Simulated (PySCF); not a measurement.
# Worked example: oscillator strength and radiative lifetime

Cl2HInO, SMILES [OH][In]([Cl])[Cl].

Coordinates come from a PBE0-D3(BJ)/def2-SVP optimisation. The def2 effective core potentials stand for the cores of In; spin–orbit coupling is left out. The values are those of a single conformer.

TDDFT-LC-ωPBE/def2-SVPD (PySCF) puts the first singlet state with f over 0.02 at 6.03 eV (vertical), with the transition dipole (-0.028, -0.472, 0.000) in atomic units.

Find the oscillator strength, the wavelength and the radiative lifetime that this transition would have in vacuum if emission retraced absorption.


|μ|² = 0.2236 au, so |μ| = 1.20 D. ΔE = 6.03/27.211 = 0.2216 hartree. f = (2/3) ΔE |μ|² = 0.033 (the program prints 0.033).
λ = 1239.84/6.03 = 206 nm; ν = 48635 cm⁻¹.
Einstein's coefficient A = 0.6670 ν² f s⁻¹ (ν in cm⁻¹) = 5.2e7 s⁻¹, so τ = 1/A = 19 ns. This state is S2; the lower singlet has f = 0.003. The figure is the radiative limit of this one transition; relaxation, internal conversion, crossing to triplets and a medium change what is measured.
